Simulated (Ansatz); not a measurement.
Input file for Ansatz (a quantum-chemistry and plane-wave program): R-wB97X-V/def2-TZVPPD on CH6GeO (a complex). Files ending in .json are basis or fitting sets from the Basis Set Exchange.

Ansatz 0.2 input:
```yaml
crystal:
  periodic: [false, false, false]
  atoms:
    - {symbol: C, position_ang: [0.49125447, -0.57724568, 0.39054414]}
    - {symbol: O, position_ang: [0.43459162, 0.47642369, 0.96143741]}
    - {symbol: H, position_ang: [0.72649524, -0.64477595, -0.68852333]}
    - {symbol: H, position_ang: [0.31122916, -1.53524066, 0.91435498]}
    - {symbol: Ge, position_ang: [-0.26466513, 0.02817324, 4.11481828]}
    - {symbol: H, position_ang: [-0.59783964, -0.29898185, 5.58303959]}
    - {symbol: H, position_ang: [-0.24662593, -1.29246968, 3.32676341]}
    - {symbol: H, position_ang: [1.11450060, 0.69451575, 4.05089943]}
    - {symbol: H, position_ang: [-1.34320281, 0.96042205, 3.55155316]}
basis:
  gaussian:
    orbitals: def2-TZVPPD.json
hamiltonian:
  xc: {name: wB97X-V}
scf: {lower_state_search: off}
```

Program output:

```
WARN ansatz: RAYON_NUM_THREADS=1 ignored (pool sized by the plan → 1); use --threads N
Functional definition: wB97X-V
these checks for a lower state are left out or cut short: stability, starts, cluster_reference, orbital_swaps, neighbouring_geometries, increment
integrals: 0.19 GiB planned
1126 factors; their error is unknown
integrals: 0.22 GiB planned
330 factors; integrals over basis functions are off by at most 3.0e-5 eV
mean field: 1.57 GiB planned
mean field evaluation 1: about -59691.0616 eV, gradient 4.1e1 eV
mean field evaluation 2: about -59689.4127 eV, gradient 5.4e1 eV
mean field evaluation 4: about -59693.7974 eV, gradient 2.2e0 eV
mean field evaluation 8: about -59693.8121 eV, gradient 3.0e-2 eV
mean field evaluation 16: about -59693.9592 eV, gradient 1.6e-5 eV
mean field -59693.95917168 eV, -2193.7125375405 hartree, gradient 6.6e-6 eV, S^2 0.000000; 0 other end points of the search recorded, 0 dependent functions left out
reference -59693.95916934 eV, -2193.7125374543 hartree; 26, 26 occupied and 207, 207 virtual orbitals, 1126 factors
Total energy: -59693.95916934 eV, -2193.7125374543 hartree
Checks for a lower state left out: stability, starts, cluster_reference, orbital_swaps, neighbouring_geometries, increment
```

The run converged.

Cost: roughly 9 core-seconds.
